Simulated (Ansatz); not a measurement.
Start from `BNC=C` and change one atom or group to get `C=CN[SiH2]Cl`.

Ansatz, PBE0-D4/def2-TZVP geometries, multiplicity 1. Each molecule was computed in one conformer, which needn't be the lowest.

```json
{"property": "size of the dipole moment (ωB97M-V/def2-TZVPP) / D", "`BNC=C`": "1.12"}
{"property": "LUMO energy (PBE/def2-TZVPP) / eV", "`BNC=C`": "-1.51"}
{"property": "size of the dipole moment (B3LYP/def2-TZVPP) / D", "`BNC=C`": "1.16"}
{"property": "HOMO–LUMO gap (B3LYP/def2-TZVPP) / eV", "`BNC=C`": "5.91"}
{"property": "ideal-gas entropy at 298 K and 1 bar (rigid rotor, harmonic PBE0-D4/def2-TZVP) / J/(mol·K)", "`BNC=C`": "285"}
{"property": "LUMO energy (PBE0/def2-TZVPP) / eV", "`BNC=C`": "-0.54"}
```

Task: What does the change do to each property? (Estimate.)

Result: Ansatz gave: 
```json
{"property": "size of the dipole moment (ωB97M-V/def2-TZVPP) / D", "`C=CN[SiH2]Cl`": "1.37", "shift": "0.25"}
{"property": "LUMO energy (PBE/def2-TZVPP) / eV", "`C=CN[SiH2]Cl`": "-0.69", "shift": "0.82"}
{"property": "size of the dipole moment (B3LYP/def2-TZVPP) / D", "`C=CN[SiH2]Cl`": "1.39", "shift": "0.23"}
{"property": "HOMO–LUMO gap (B3LYP/def2-TZVPP) / eV", "`C=CN[SiH2]Cl`": "6.33", "shift": "0.42"}
{"property": "ideal-gas entropy at 298 K and 1 bar (rigid rotor, harmonic PBE0-D4/def2-TZVP) / J/(mol·K)", "`C=CN[SiH2]Cl`": "348", "shift": "63"}
{"property": "LUMO energy (PBE0/def2-TZVPP) / eV", "`C=CN[SiH2]Cl`": "0.26", "shift": "0.80"}
```

With PBE0 the HOMO rises by 0.38 eV and the LUMO rises by 0.80 eV, so the gap widens by about 0.42 eV. PBE moves the HOMO by 0.46 eV and ωB97M-V by 0.36 eV. The zero-point energy changes by -8.1 kJ/mol with +3 modes. Dipoles are sizes alone; their direction can turn.

B3LYP here is the variant with VWN-RPA as its local correlation; programs differ in this.
